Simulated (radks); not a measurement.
Values are calculated unless marked as measured or tabulated.
Task: Mn, 25 electrons, occupied as [Ar] 3d6 4s1 (not the ground configuration). Level of theory: Dirac Kohn-Sham, LDA (Slater exchange, Perdew-Wang correlation), spin-unpolarised, spherical densities, point nucleus; open shells are shared between the two j in proportion to 2j + 1 (a radial shooting solver on a logarithmic mesh with Libxc functionals). Some entries of the table are withheld. Estimate them.

| orbital | occ. | eigenvalue (eV) | <r^2> (bohr^2) | r(max) (bohr) |
|---|---|---|---|---|
| 1s1/2 | 2 | -6409.106 | (1) | 0.03994 |
| 2s1/2 | 2 | (2) | 0.09262 | 0.2330 |
| 2p1/2 | 2 | -631.8124 | (3) | 0.1867 |
| 2p3/2 | 4 | -621.4043 | (4) | 0.1891 |
| 3s1/2 | 2 | -81.1412 | 0.8505 | 0.7377 |
| 3p1/2 | 2 | -51.2087 | 0.9742 | (5) |
| 3p3/2 | 4 | -49.9478 | 0.9952 | (6) |
| 4s1/2 | 1 | -4.3327 | 12.52 | 2.613 |
| 3d3/2 | 2.4 | -3.6701 | (7) | 0.7701 |
| 3d5/2 | 3.6 | -3.5653 | (8) | 0.7730 |

Result: 
(1) 1s1/2 <r^2> (bohr^2): 0.005005
(2) 2s1/2 eigenvalue (eV): -737.2233
(3) 2p1/2 <r^2> (bohr^2): 0.07418
(4) 2p3/2 <r^2> (bohr^2): 0.07584
(5) 3p1/2 r(max) (bohr): 0.7486
(6) 3p3/2 r(max) (bohr): 0.7558
(7) 3d3/2 <r^2> (bohr^2): 2.698
(8) 3d5/2 <r^2> (bohr^2): 2.750
